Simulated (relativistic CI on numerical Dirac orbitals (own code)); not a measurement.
# A ladder of approximations for the levels of V⁺

Calculated with a relativistic CI code on KLI orbitals (one set per configuration, finite nucleus), adding one ingredient at a time: step 1, Dirac-Coulomb, each configuration alone; step 2, with Breit and QED terms; step 3, with configuration mixing; step 4, with scaled Slater integrals (0.85); step 5, with a P86 correlation estimate; step 6, tied to the ionisation limit. P86 is a density functional for the correlation energy, evaluated here for each configuration and added to its levels. Step 6 is semi-empirical: configurations made of the next ion and one excited electron move by 5314 cm⁻¹, so that their limit matches the tabulated ionisation energy, and those with a non-penetrating f or g electron also take the P86 value of the least penetrating other one.

CI space (outside the closed core [Ar]): 3d⁴, 3d³4s, 3d³4p, 3d²4s4p, 3d³5s, 3d³4d, 3d³5p, 3d³4f, 3d³5d, 3d³5f, 3d²4s², 3d4s²4p, 3d4s²5s, 3d4s²4d, 3d4s²5p, 3d4s²4f, 3d²4p², 3d4s4p², 3d4p³, 3d4p²5s, 3d4p²4d, 3d4p²5p, 3d4p²4f, 3d²4s5s, 3d4s4p5s, 3d4s5s², 3d4s4d5s, 3d4s5s5p, 3d4s4f5s.

Computed minus measured energy above the ground level, in cm⁻¹, for 8 of the 32 excited levels that pair in every step (one J of a term; a digit in brackets numbers repeated terms):

```tsv
Configuration	Term	J	Measured	Step 1	Step 2	Step 3	Step 4	Step 5	Step 6
3d⁴	a 5D	1	36	3	-4	-6	-6	-6	-6
3d³4s	a 5F	1	2605	-5283	-5149	-4467	-4881	-1720	3564
3d³4s	a 3F	2	8640	-1490	-1367	-2682	-4127	-1025	3595
3d³4p	z 5G°	2	34593	-7618	-7516	-6860	-7195	-3155	2123
3d³4p	z 5F°	2	36673	-6919	-6835	-6483	-7125	-3062	2158
3d³4p	z 5D°	0	37201	-6977	-6881	-6534	-7237	-3180	2058
3d³4p	z 3G°	3	39234	-5670	-5588	-5249	-6492	-2440	2821
3d³4p	z 3F°	2	40002	-4575	-4492	-5473	-6725	-2618	2522
```

Mean absolute errors in cm⁻¹, over all paired levels and for the configurations:

```csv
"Configuration, levels",Step 1,Step 2,Step 3,Step 4,Step 5,Step 6
"all, 32",5078,5025,4898,5576,2253,2279
"3d⁴, 4",21,16,26,30,29,29
"3d³4s, 8",3828,3744,3810,4612,1474,3546
"3d³4p, 20",6590,6540,6308,7071,3009,2222
```

Measured levels: NIST Handbook of Basic Atomic Spectroscopic Data (Sansonetti and Martin, J. Phys. Chem. Ref. Data 34, 1559 (2005)).

The mean absolute error is lowest at step 5 (2253 cm⁻¹), and the largest single drop is from step 4 to 5 (5576 to 2253). The Breit and QED terms change the top of the ground term (measured 339) from 385 to 310. Mixing lowers the ground level by 746, with 3d³4d as its largest admixture; relative to it the configurations that move most are 3d³4p by +232, 3d³4s by -66. The P86 estimate moves 3d³4p by +4061, 3d³4s by +3138, and takes the mean absolute error of the excited configurations from 6368 to 2571. Step 6 takes that error from 2571 to 2601; it grows for 3d³4s. The shift fits the limit, so it does little for low levels whose errors differ from those near the limit.
